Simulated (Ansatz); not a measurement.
Two isomers of C2H6BCl: A = `BCCCl`, B = `CB(C)Cl`.

Isolated molecules relaxed with PBE0-D4/def2-TZVP in Ansatz; ΔE leaves out vibrations. CCSD(T)/CBS is the MP2 limit (def2-TZVPP, def2-QZVPP) plus CCSD(T) − MP2 in def2-TZVPP, frozen cores. DFT in def2-TZVPP. Each species was taken in one conformer, which may not be the lowest.

A:

```xyz
10

B     0.1951    1.3588   -0.4909
C     0.4835    0.0836    0.3511
C    -0.3878   -1.1211    0.0825
Cl   -2.0821   -0.7840    0.5518
H     0.6805    2.4058   -0.1743
H    -0.4478    1.2980   -1.4992
H     0.5288    0.3003    1.4235
H     1.5273   -0.1684    0.0823
H    -0.4104   -1.3725   -0.9777
H    -0.0871   -2.0005    0.6509
```

B:

```xyz
10

C     1.158   -0.179    0.748
B    -0.285   -0.391    0.202
C    -0.933    0.489   -0.908
Cl   -1.247   -1.712    0.883
H     1.495    0.856    0.652
H     1.831   -0.780    0.119
H     1.299   -0.522    1.773
H    -1.700   -0.023   -1.489
H    -1.428    1.330   -0.402
H    -0.191    0.932   -1.578
```

(1) Which is lower in electronic energy at CCSD(T)/CBS, and by how much? (Best estimate.)

(2) Give E(B) − E(A) in kcal/mol with ωB97M-V, r2SCAN-D4, PBE0-D4, BLYP-D4, CCSD(T)/def2-TZVPP, B2PLYP, MP2/def2-TZVPP. (Estimate.)

(3) Does the order hold for the free energy at 298.15 K (harmonic terms from PBE0-D4)? (Estimate.)

Largest T1 diagnostic: 0.010.

Answers

(1) Computed: B, by 52.8 kcal/mol.

(2) Ansatz gave: ωB97M-V -53.5, r2SCAN-D4 -55.6, PBE0-D4 -54.1, BLYP-D4 -52.5, CCSD(T)/def2-TZVPP -52.9, B2PLYP -53.3, MP2/def2-TZVPP -54.1. None reverses the order clearly.

(3) Ansatz gave: Yes: G(B) − G(A) = -52.2 kcal/mol, for one conformer each. Modes under 60 cm⁻¹, often nearly free rotors, make the harmonic entropy too high.

Leaving LDA and LC-ωPBE aside and taking each functional with its dispersion term where it has one, the values, not all of them listed here, spread over 4.7 kcal/mol, from B97M-V to ωB97X-V. LDA lies −1.5 kcal/mol from PBE without D4. At CCSD(T), def2-SVP lies −2.4 kcal/mol from the extrapolated value and def2-TZVPP −0.1 kcal/mol.
